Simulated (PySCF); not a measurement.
Si(H)(Cl)(vinyl)(NH2) (C₂H₆ClNSi), SMILES Cl[SiH](C=C)N.

Coordinates come from a PBE0-D3(BJ)/def2-SVP optimisation. One conformer was computed; it need not be the lowest.

All values below come from PySCF with PBE0-D3(BJ)/def2-SVP.

Frequencies are harmonic and unscaled.

```csv
mode,ν (cm⁻¹),IR (km/mol),Raman (Å⁴/amu),depolarisation,moving atoms (share of kinetic energy)
1,88,0.7,6.7,0.75,"C 45 %, H 38 %, N 14 %"
2,163,1.9,2.0,0.67,"C 37 %, Cl 35 %, H 17 %"
3,208,4.3,5.4,0.74,"H 41 %, N 27 %, C 14 %, Cl 11 %"
4,246,11.8,1.6,0.50,"H 42 %, Si 22 %, N 17 %, Cl 13 %"
5,307,19.8,2.3,0.75,"H 74 %, Si 11 %, N 10 %"
6,388,1.1,2.3,0.75,"C 46 %, H 25 %, Si 15 %, Cl 12 %"
7,452,145.6,2.4,0.04,"H 65 %, N 28 %"
8,511,93.0,6.5,0.25,"H 30 %, Si 24 %, Cl 21 %, C 18 %"
9,525,61.6,7.2,0.57,"H 49 %, Si 22 %, C 16 %, Cl 13 %"
10,684,34.6,4.8,0.21,"C 41 %, H 32 %, Si 25 %"
11,746,48.0,3.9,0.75,H 83 %
12,835,139.3,8.7,0.55,"H 83 %, Si 12 %"
13,887,57.7,6.2,0.43,"N 43 %, H 29 %, Si 27 %"
14,922,210.3,6.5,0.46,"H 65 %, Si 20 %, N 15 %"
15,1003,14.8,3.9,0.69,"H 84 %, C 15 %"
16,1010,23.6,0.3,0.72,"H 72 %, C 28 %"
17,1040,17.1,0.2,0.57,H 93 %
18,1271,2.0,7.1,0.32,"H 72 %, C 28 %"
19,1413,24.2,16.6,0.52,"H 85 %, C 14 %"
20,1544,55.4,5.8,0.74,"H 89 %, N 11 %"
21,1692,9.4,20.5,0.13,"C 87 %, H 13 %"
22,2265,121.2,157.7,0.20,H 97 %
23,3142,9.9,68.7,0.32,H 95 %
24,3159,2.8,173.6,0.21,"H 92 %, C 8 %"
25,3245,2.6,73.7,0.63,"H 89 %, C 11 %"
26,3606,38.9,139.0,0.12,H 96 %
27,3706,40.4,88.3,0.72,"H 91 %, N 9 %"
```
